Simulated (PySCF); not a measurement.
NICS in isomers of C7H9OP.

NICS = −σ at a ghost point: NICS(0) at the centroid of the ring atoms, NICS(1) 1 Å to either side along the normal of their mean plane, zz for the tensor component along that normal. Level: GIAO PBE0/pcSseg-1 (PySCF, non-relativistic, gas phase) on the GFN2-xTB geometries, one conformer each. Atom numbers follow the mapped SMILES.

Task: Order these rings by mean NICS(1)zz, lowest (most negative) first (ppm).
A. ring P3–C4–C5–C6–C8–C9 in `[CH:1]#[C:2][P:3]1[CH2:4][CH2:5][C:6](=[O:7])[CH2:8][CH2:9]1`
B. ring C3–C4–C5–C7–C8–P9 in `[CH3:1][O:2][c:3]1[cH:4][c:5]([CH3:6])[cH:7][cH:8][p:9]1`
C. ring C5–C6–C7–C8–O9 in `[CH2:1]=[CH:2][CH2:3][PH:4][c:5]1[cH:6][cH:7][cH:8][o:9]1`
D. ring C2–O3–C4–C8–P9 in `[CH3:1][c:2]1[o:3][c:4]([CH:5]2[CH2:6][CH2:7]2)[cH:8][p:9]1`

Result: C (-26.4), B (-25.0), D (-21.9), A (1.3).

| SMILES | ring | NICS(0) | NICS(1) | NICS(1)zz | HOMA | rms pucker (Å) | ring atoms with four or more neighbours |
| --- | --- | --- | --- | --- | --- | --- | --- |
| C=CCPc1ccco1 | 5-membered ring with O; formal bonds all aromatic | -11.7 | -10.3 | -26.4 | 0.49 | 0.00 | 0 |
| COc1cc(C)ccp1 | 6-membered ring with P; formal bonds all aromatic | -8.4 | -10.4 | -25.0 | 0.90 | 0.00 | 0 |
| Cc1oc(C2CC2)cp1 | 5-membered ring with O and P; formal bonds all aromatic | -10.1 | -9.9 | -21.9 | 0.45 | 0.00 | 0 |
| C#CP1CCC(=O)CC1 | 6-membered ring with P; formal bonds all single | -0.6 | -2.6 | 1.3 | – | 0.33 | 4 |

NICS(0) gives another order. The isotropic NICS(1) gives another order. HOMA uses Krygowski's 1993 parameters; it is left out where a ring has a four-coordinate atom, a triple bond, no multiple bond or a kind of bond without parameters. NICS(1) and NICS(1)zz are means over the two faces.
